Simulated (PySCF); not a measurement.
**Relaxation of singlet TeSe₂**

These are results of PBE0 in PySCF with Te def2-TZVP with ECP28, Se def2-TZVP; scalar-relativistic core potentials, no spin–orbit coupling; density-fitted integrals, not measurements. A (50,194) grid was used.

A start displaced from a saddle point along its imaginary mode, of C2v symmetry, held to at least that symmetry:

```xyz
3
charge 0 multiplicity 1, angstrom
Te    0.0000   -0.1200    0.0000
Se    0.0000    0.0975    2.4610
Se    0.0000    0.0975   -2.4610
```

At each step, columns x, y, z (Å) and Fx, Fy, Fz (eV/Å):

```
step 0  E − E(last) = 176.23 kJ/mol
Te   0.000  -0.120   0.000   0.000  -1.814   0.000
Se   0.000   0.098   2.461   0.000   0.907  -0.595
Se   0.000   0.098  -2.461   0.000   0.907   0.595
step 1  E − E(last) = 114.52 kJ/mol
Te   0.000  -0.332   0.000   0.000  -1.370   0.000
Se   0.000   0.203   2.414   0.000   0.685  -1.300
Se   0.000   0.203  -2.414   0.000   0.685   1.300
step 2  E − E(last) = 57.04 kJ/mol
Te   0.000  -0.596   0.000   0.000   0.179   0.000
Se   0.000   0.336   2.307   0.000  -0.089  -1.836
Se   0.000   0.336  -2.307   0.000  -0.089   1.836
step 3  E − E(last) = 22.73 kJ/mol
Te   0.000  -0.737   0.000   0.000   0.757   0.001
Se   0.000   0.406   2.170   0.000  -0.378  -1.452
Se   0.000   0.406  -2.170   0.000  -0.378   1.451
step 4  E − E(last) = 1.33 kJ/mol
Te   0.000  -0.787   0.000   0.000  -0.340   0.000
Se   0.000   0.431   2.015   0.000   0.170  -0.021
Se   0.000   0.431  -2.015   0.000   0.170   0.021
step 5  E − E(last) = 0.04 kJ/mol
Te   0.000  -0.842   0.000   0.000   0.104   0.000
Se   0.000   0.459   1.972   0.000  -0.052  -0.059
Se   0.000   0.459  -1.972   0.000  -0.052   0.059
step 6  E − E(last) = 0.00 kJ/mol
Te   0.000  -0.837   0.000   0.000  -0.013   0.002
Se   0.000   0.456   1.972   0.000   0.006   0.009
Se   0.000   0.456  -1.972   0.000   0.007  -0.011
step 7  E − E(last) = 0.00 kJ/mol
Te   0.000  -0.837   0.000   0.000   0.000   0.000
Se   0.000   0.456   1.972   0.000   0.000   0.000
Se   0.000   0.456  -1.972   0.000   0.000   0.000
```

It ends at C2v with Te–Se 2.359 Å (×2); Se–Te–Se 113.5° (after a last refinement on a finer grid). A frequency run shows a minimum. Other isomers or separated fragments may lie lower.
